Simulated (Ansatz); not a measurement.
Ansatz (an electronic-structure program) input file for Sn(H)(F)(NH2)2 (FH₅N₂Sn), SMILES [NH2][SnH]([NH2])[F], CAM-B3LYP/def2-SVPD. Geometry: B3LYP-D3(BJ)/def2-SVP. The structure was generated by enumeration; whether it is a known compound was not checked. The def2 effective core potentials stand for the cores of Sn; spin–orbit coupling is left out. The values are those of a single conformer.

Ansatz 0.2 input:
```yaml
crystal:
  periodic: [false, false, false]
  atoms:
    - {symbol: Sn, position_ang: [0.04539159, 0.09039691, -0.22330657]}
    - {symbol: N, position_ang: [-1.63930692, -1.05136242, -0.23644355]}
    - {symbol: N, position_ang: [1.56920081, -1.09343218, 0.42223595]}
    - {symbol: F, position_ang: [-0.13602623, 1.55234394, 1.07687124]}
    - {symbol: H, position_ang: [0.33541427, 0.84283961, -1.72925890]}
    - {symbol: H, position_ang: [-2.40445120, -0.62987635, -0.76358726]}
    - {symbol: H, position_ang: [-1.98864671, -1.25380992, 0.70088671]}
    - {symbol: H, position_ang: [1.23003069, -1.85570707, 1.01029362]}
    - {symbol: H, position_ang: [2.27305191, -0.58082485, 0.95460621]}
basis:
  gaussian:
    orbitals: def2-SVPD
hamiltonian:
  xc: {name: CAM-B3LYP}
```

It prints:

```
WARN ansatz: RAYON_NUM_THREADS=1 ignored (pool sized by the plan → 1); use --threads N
Functional definition: CAM-B3LYP
integrals: 0.08 GiB planned
1257 factors; their error is unknown
integrals: 0.11 GiB planned
488 factors; integrals over basis functions are off by at most 2.4e-5 eV
mean field: 0.73 GiB planned
mean field evaluation 1: about -11593.7263 eV, gradient 7.4e1 eV
mean field evaluation 2: about -11585.0050 eV, gradient 9.9e1 eV
mean field evaluation 4: about -11604.3545 eV, gradient 3.2e0 eV
mean field evaluation 8: about -11604.4281 eV, gradient 3.8e-2 eV
mean field -11604.42808650 eV, -426.4548664151 hartree, gradient 5.4e-5 eV, S^2 0.000000; 0 other end points of the search recorded, 0 dependent functions left out
reference -11604.42822330 eV, -426.4548714424 hartree; 25, 25 occupied and 110, 110 virtual orbitals, 1257 factors
Total energy: -11604.42822330 eV, -426.4548714424 hartree
```

The calculation finished and met its thresholds.

Cost: very roughly 4 core-seconds.
